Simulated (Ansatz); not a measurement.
Wavefunction ladder for F₃ITi, SMILES `[F][Ti]([F])([F])[I]`

Z-matrix (Å, degrees):
```
Ti
F 1 1.736
F 1 1.736 2 109.5
I 1 2.548 2 109.4 3 119.9
F 1 1.736 2 109.5 3 -120.2
```

The species carries charge 0 and has multiplicity 1. Correlated methods include outer-core shells of I, Ti, which these sets cover unevenly. Scalar relativity is left out up to krypton. I: def2 effective core potential. All single points use the PBE0-D4/def2-TZVP geometry. Frozen core, restricted reference, the Gaussian-basis code of Ansatz.

| basis | HF (Eh) | MP2 corr. | CCSD corr. | (T) | CCSD(T) total |
| --- | --- | --- | --- | --- | --- |
| def2-SVP | -1443.25680 | -1.00267 | -0.99412 | -0.04001 | -1444.29093 |
| def2-TZVPP | -1443.78329 | -1.68004 | -1.63525 | -0.06638 | -1445.48492 |
| def2-QZVPP | -1443.81361 | -1.95629 | – | – | – |
